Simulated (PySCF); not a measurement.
# Excitation energy of Sb by level of theory

Sb [Kr] 4d10 5s2 5p3 (4S) → Sb [Kr] 4d10 5s1 5p4 (4P), as a difference of total energies. Computed with PySCF 2.14 in x2c-TZVPPall (8s6p4d2f, 60 functions), with the spin-free X2C one-electron Hamiltonian (Gaussian nucleus). Correlated levels: valence: [Kr] 4d10 frozen; valence and next inner shell: [Ar] 3d10 frozen. The calculations carry no spin-orbit coupling.

```csv
method,excitation energy (eV)
UHF,7.493
LDA,8.080
PBE,7.927
PBE0,7.866
r2SCAN,7.688
TPSSh,7.800
M06,8.093
BLYP,7.981
B2PLYP,7.756
ROHF,7.584
MP2 (valence),7.488
SCS-MP2 (valence),7.485
MP2 (valence and next inner shell),7.920
SCS-MP2 (valence and next inner shell),7.849
```

**Question.** How much does correlation contribute at MP2 (valence and next inner shell)?

**Answer.** 7.920 − (7.493) = 0.427 eV, measured against UHF.

A first-order spin-orbit estimate (lowest level to lowest level, LS coupling) adds -0.191 eV.
